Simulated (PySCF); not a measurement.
CdI₂, SMILES [Cd]([I])[I].

Geometry optimised at r2SCAN-D4/def2-SVP. The isomer is the one that the SMILES or the coordinates give; other isomers of the formula were not compared. The def2 effective core potentials stand for the cores of Cd, I; spin–orbit coupling is left out.

Two levels are set side by side: TDA-PBE/def2-SVPD (PySCF) and TDA-ωB97X/def2-SVPD (PySCF). Vertical, same geometry. The lowest singlet is HOMO−1→LUMO 100 % with PBE and HOMO→LUMO 96 % with the other functional; states are paired by order. Differences are taken from unrounded values.

```csv
quantity,TDA-ωB97X,TDA-PBE,TDA-PBE minus TDA-ωB97X
lowest singlet excitation (eV),4.56,3.55,-1.01
lowest triplet excitation (TDA) (eV),4.23,3.26,-0.97
```

Functionals without exact exchange tend to place singlet excitations lower, as here. Differences between two approximate levels are no errors against the true value.

Rough cost on one machine, each run with all the roots and properties that it gave: TDA-ωB97X against TDA-PBE about 4 times.
